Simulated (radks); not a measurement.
Polarisability of neutral lead, [Hg] 6p2, at imaginary frequency. Calculated with a radial shooting solver on a logarithmic mesh with Libxc functionals: scalar-relativistic Kohn-Sham, PBE, spin-polarised, spherical densities, finite nucleus; open shells are filled with parallel spins first (spin-orbit coupling, left out, can overturn this in heavy ions); Fermi nuclear charge, rms radius 5.5012 fm. Response by self-consistent Sternheimer equations with the Hartree and adiabatic LDA kernel, the relativistic mass of each level held fixed and spin-orbit coupling left out.

| w (hartree) | alpha1(iw) (bohr^3) |
|---|---|
| 0.00266 | 70.30 |
| 0.0143 | 69.82 |
| 0.0360 | 67.32 |
| 0.0697 | 60.75 |
| 0.118 | 49.99 |
| 0.186 | 37.71 |
| 0.280 | 26.65 |
| 0.413 | 17.98 |
| 0.605 | 11.74 |
| 0.892 | 7.460 |
| 1.35 | 4.573 |
| 2.12 | 2.589 |
| 3.59 | 1.247 |
| 6.94 | 0.4567 |
| 17.5 | 0.1073 |

Static values: alpha1 = 70.32 bohr^3 (10.42 angstrom^3; uncoupled 98.33). C6 = 810.1, triple-dipole C9 = 38600 atomic units. One-pole (London) frequency 4 C6 / (3 alpha1^2) = 0.218 hartree, against 0.145 for minus the highest occupied eigenvalue. Recommended static value: 47 bohr^3 (Schwerdtfeger and Nagle, 2023 table).
